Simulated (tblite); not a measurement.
Compound: C6H10O2 (charge +1 and doublet state).
Geometry (GFN2-xTB, Å), atoms numbered from 1 in this order:
```xyz
18
C6H10O2 angstrom
C      1.980    0.557    0.060
C      0.933   -0.231   -0.692
C     -0.465   -0.104   -0.138
C     -1.023    1.265    0.117
C     -1.486   -1.194   -0.506
O     -1.361   -1.758    0.826
C     -0.459   -0.938    1.260
O      0.208   -0.758    2.206
H      2.975    0.305   -0.298
H      1.947    0.306    1.128
H      1.835    1.632   -0.026
H      0.890    0.132   -1.732
H      1.227   -1.284   -0.762
H     -1.188    1.764   -0.843
H     -1.990    1.226    0.619
H     -0.346    1.871    0.713
H     -1.177   -1.923   -1.257
H     -2.508   -0.861   -0.689
```

Computed with GFN2-xTB (tblite): harmonic, unscaled wavenumbers at the GFN2-xTB geometry, gas phase. Against measured fundamentals such values can be off by several per cent, at times by over 20. One conformer, not necessarily the lowest. Open shells enter through the occupations alone, without spin polarisation, and single modes of such species can be off by tens of per cent.

Harmonic wavenumbers (cm⁻¹): 95.5, 142.7, 159.4, 176.7, 223.4, 279.7, 292.4, 374.8, 391.6, 533.9, 618.2, 644.4, 665.9, 764.6, 804.0, 906.9, 943.9, 960.3, 1001.6, 1029.6, 1061.7, 1073.7, 1076.1, 1107.0, 1132.0, 1207.8, 1222.1, 1237.5, 1303.9, 1352.1, 1373.2, 1385.6, 1392.6, 1404.5, 1426.0, 1437.1, 1458.5, 1948.2, 2851.1, 2912.3, 2951.6, 2963.2, 2998.3, 3003.2, 3025.4, 3041.9, 3057.6, 3061.7.

A = 2813, B = 1943, C = 1625 MHz; mass 114.068 u (most abundant isotopes); point group C1, symmetry number 1; spin multiplicity 2.

Task: What is the zero-point energy?

Result: Half the sum of the wavenumbers: 32238 cm⁻¹ = 92.17 kcal/mol.

Task: What is S at 200 K and 1 bar for an ideal gas of classical rigid rotors and harmonic oscillators?

Result: Translation 38.15, rotation 26.79, vibration 13.01, spin (R ln 2) 1.38: S = 79.3 cal/(mol K).

Task: And Cp and H(200 K) − H(0)?

Result: Cp = 25.08 cal/(mol K), of which vibrations give 17.13 (their classical limit is 48 R = 95.4); H(200 K) − H(0) = 3.18 kcal/mol without the zero-point energy, 1.59 from vibrations.

Task: What must be added to the electronic energy to get the Gibbs energy at 200 K and 1 bar?

Result: ZPE + [H(200 K) − H(0)] − T·S = 92.17 + 3.18 − 15.87 = 79.48 kcal/mol.

Task: Blend soft modes into free rotors: weight 1/[1 + (100 cm⁻¹/ν̃)⁴] for the oscillator and the rest for a rotor with moment μB/(μ + B), μ = h/(8π²ν), B = 10⁻⁴⁴ kg m². What vibrational entropy results?

Result: 12.97 cal/(mol K) in place of 13.01, which changes −T·S at 200 K by +0.01 kcal/mol.

Task: How do the functions run with temperature in this model?

Result: 
| T (K) | S (cal/(mol K)) | Cp (cal/(mol K)) | H − H(0) (kcal/mol) | G − H(0) (kcal/mol) | ln q(vib) |
| --- | --- | --- | --- | --- | --- |
| 50 | 56.2 | 10.6 | 0.43 | -2.38 | 0.10 |
| 100 | 65.3 | 16.2 | 1.11 | -5.43 | 0.70 |
| 298.15 | 91.0 | 34.2 | 6.08 | -21.06 | 4.57 |
| 373.15 | 99.5 | 41.4 | 8.92 | -28.20 | 6.16 |
| 500 | 113.2 | 52.2 | 14.88 | -41.70 | 8.93 |
| 750 | 137.4 | 67.2 | 29.95 | -73.10 | 14.38 |
| 1000 | 158.2 | 77.0 | 48.06 | -110.11 | 19.60 |

q(vib) and H(0) count from the zero-point level.

Hindered rotation and anharmonicity are outside this model. Other conformers, if any are populated, would add a mixing term that is left out. The structure is chiral; the term R ln 2 for an equal mix with its mirror image is left out.
